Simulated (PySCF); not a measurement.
SMILES C[NH][InH2] (CH6InN), CAM-B3LYP/def2-SVP optimised geometry. Atoms within 1.6 Å of the plane z = 0.0 Å (x, y, z in Å): In1 (-1.43, 0.26, 0.00), H2 (-2.16, 1.81, 0.00), H3 (-2.15, -1.30, 0.00), N4 (0.59, 0.26, 0.00), C5 (1.50, -0.87, 0.00), H6 (1.08, 1.15, 0.00), H7 (2.16, -0.89, 0.89), H8 (2.16, -0.89, -0.89), H9 (0.93, -1.81, 0.00).

Level of theory: CAM-B3LYP/def2-TZVP, def2 effective core potentials past Kr run with PySCF. The core electrons that the potentials of In replace are not part of the density. Cells within 0.4 Å of a nucleus heavier than hydrogen are left out (blank, or x).

Map of the log10 of the electron density (e/bohr³), floored at −4 on the plane z = 0.0 Å:

```
|00000000000000000000000000000|
|00000000000000000000000000000|
|00000000000000000000000000000|
|00000111111000000000000000000|
|00001222222100000000000000000|
|00012333333211000000000000000|
|00123345443321111111000000000|
|00123456654332222332100000000|
|00134567765433334443210000000|
|01234567765544445554321000000|
|01234566666555556775421000000|
|00123456788765667776432100000|
|0012345689987677x875432100000|
|001234579xx9767xxx76543210000|
|001234579xx9767xx876554321000|
|00123456788766677777665432000|
|012345566766555667xx765432100|
|012345677665444567xx765432100|
|00234567765443456777765432000|
|00123456655433457776654321000|
|00123455544333456776543221000|
|00012344433222345655432110000|
|00011223322212334444321000000|
|00000112211111223332210000000|
|00000000000000112221100000000|
|00000000000000000000000000000|
|00000000000000000000000000000|
|00000000000000000000000000000|
|00000000000000000000000000000|
```
Scale: ten equal steps from -4.00 (start of '0') to 0.450 (end of '9'), in the order '0123456789'; x runs from -4.50 to 4.50, y from -4.50 (bottom) to 4.50 (top).
